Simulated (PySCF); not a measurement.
Atoms are numbered as in `[O:1]=[P@H:2]([c:3]1[cH:4][cH:5][cH:6][cH:7][cH:8]1)[c:9]1[cH:10][cH:11][cH:12][s:13]1`. Each H is labelled by its parent atom.

Geometry: PBE0-D3(BJ)/def2-SVP; GIAO shifts from PySCF 2.14.0 with density-fitted response routines, gas phase, non-relativistic, averaged over equivalent atoms.

At PBE0/pcSseg-1 (280 basis functions, 79 s wall time on 1 thread of an Arm Neoverse V1, shared host):
```
      atoms  δ (ppm)
         O1     64.2
         P2    -26.5
        C10    143.1
         C9    141.7
        C12    140.9
         C3    139.6
         C6    137.3
      C4/C8    135.5
      C5/C7    134.0
        C11    132.0
        S13    217.3
      H(P2)     8.35
     H(C10)     8.07
H(C4)/H(C8)     8.07
H(C5)/H(C7)     7.62
      H(C6)     7.59
     H(C12)     7.47
     H(C11)     7.21
```

δ = σ(ref) − σ, references computed at the same level: H2O for 17O (σref 334.56); 31P (σref 310.13) vs H3PO4; 13C (σref 184.41) and 1H (σref 31.27) against TMS; 33S (σref 495.66) against CS2.

**Question.** Predict the values at wB97X-D/pcSseg-1 on the same geometry.

**Answer.** 
| atoms | δ at wB97X-D/pcSseg-1 | change |
| --- | --- | --- |
| O1 | 58.6 | -5.6 |
| P2 | -28.2 | -1.7 |
| C10 | 144.9 | +1.8 |
| C9 | 144.1 | +2.4 |
| C12 | 143.3 | +2.4 |
| C3 | 140.8 | +1.2 |
| C6 | 138.7 | +1.4 |
| C4/C8 | 136.9 | +1.4 |
| C5/C7 | 135.0 | +1.0 |
| C11 | 133.0 | +1.0 |
| S13 | 218.9 | +1.6 |
| H(P2) | 8.16 | -0.19 |
| H(C10) | 8.08 | +0.01 |
| H(C4)/H(C8) | 8.10 | +0.03 |
| H(C5)/H(C7) | 7.62 | +0.00 |
| H(C6) | 7.61 | +0.02 |
| H(C12) | 7.50 | +0.03 |
| H(C11) | 7.18 | -0.03 |

References, each an isolated molecule treated in the same way: H2O for 17O (σref 333.19); 31P (σref 307.18) against H3PO4; 13C (σref 184.54), 1H (σref 31.38) against TMS; CS2 for 33S (σref 493.71).

The largest change is at O1 (P=O oxygen). Cost: 280 basis functions, 100 s wall time on 1 thread of an Arm Neoverse V1, shared host. The order of the carbon signals is the same at both levels.

Experimental scales use liquid or dissolved standards, which lie at an offset from isolated H2O (liquid H2O: subtract about 36 ppm) and H3PO4.
